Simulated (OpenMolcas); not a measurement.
Pt2+: moving the ligands

Pt2+ with 5 ligands (fluoride) in square pyramidal coordination (C4v) at 2.04 Å, the axial distance 1.938 Å. A charge of +0.6 e stands 2.8 Å behind each ligand. Ligand basis ANO-RCC-VDZP.
```
Pt    0.0000    0.0000    0.0000
F     2.0400    0.0000    0.0000
F     0.0000    2.0400    0.0000
F    -2.0400    0.0000    0.0000
F     0.0000   -2.0400    0.0000
F     0.0000    0.0000    1.9380
```

| Quantity | Value |
| --- | --- |
| Program | OpenMolcas 26.06 |
| Method | SS-CASPT2, IPEA 0.25 Eh, imaginary shift 0.1 Eh (the 29 lowest orbitals frozen, all others correlated) |
| Basis | ANO-RCC-VDZP [7s6p4d2f] |
| Scalar Hamiltonian | DKH2, point nucleus |
| Active space | 8 electrons in 5 orbitals (5d) |
| State averaging | 2S+1 = 3 even, 10 roots; 2S+1 = 1 even, 15 roots |
| Spin-orbit coupling | state interaction with AMFI integrals over the reference wave functions |

Runs around this geometry, states. Energies in cm-1 above the lowest state or level, χT in cm3 K/mol.

```csv
R (Å),Axial / equatorial distance,Ground state,First state of that spin,First gap with spin-orbit (degeneracies),χT at 300 K,First state of another spin
2.04,0.95,2S+1 = 3,10770,"9 (1, 1)",1.165,2S+1 = 1: 550
2.18,0.95,2S+1 = 3,8670,"160 (1, 2)",1.925,2S+1 = 1: 4850
2.04,0.997,2S+1 = 1,8150,"2430 (1, 1)",0.039,2S+1 = 3: 2230
```

The ground state changes within this set.

Over all roots computed the reference weight is 0.71 to 0.73 in R = 2.04 in ratio = 0.95, 0.71 to 0.72 in R = 2.18 in ratio = 0.95, 0.71 to 0.73 in R = 2.04 in ratio = 0.997; a low but even weight reflects the number of correlated electrons. Real 4d8 and 5d8 ions are as a rule square planar and diamagnetic. Ligand-to-metal charge-transfer states are missing. With no ligand orbital active B as a rule stays too high, so bands that hang on it stand too high and its fall with covalency is understated. This shell can be high or low spin here, a state of another spin lies low, and with metal d orbitals alone active their balance is uncertain, so the ground spin may be wrong (holds for R = 2.04, ratio = 0.95; R = 2.18, ratio = 0.95). The least metal-like active orbital is 78 % on the metal (Löwdin) and no ligand orbital is active, so the numbers are rough (holds for R = 2.04, ratio = 0.95). The least metal-like active orbital is 85 % on the metal (Löwdin) and no ligand orbital is active, so the numbers are rough (holds for R = 2.18, ratio = 0.95). This shell can be high or low spin here, a state of another spin lies low, and with metal d orbitals alone active their balance is uncertain, so the ground spin may be wrong, although the usual error favours high spin (holds for R = 2.04, ratio = 0.997). The least metal-like active orbital is 80 % on the metal (Löwdin) and no ligand orbital is active, so the numbers are rough (holds for R = 2.04, ratio = 0.997). No measured value stands beside these numbers; the geometry is a model, was not optimised and need not be the one that this ion takes.

A state without a sure symmetry label is named by its multiplicity alone.
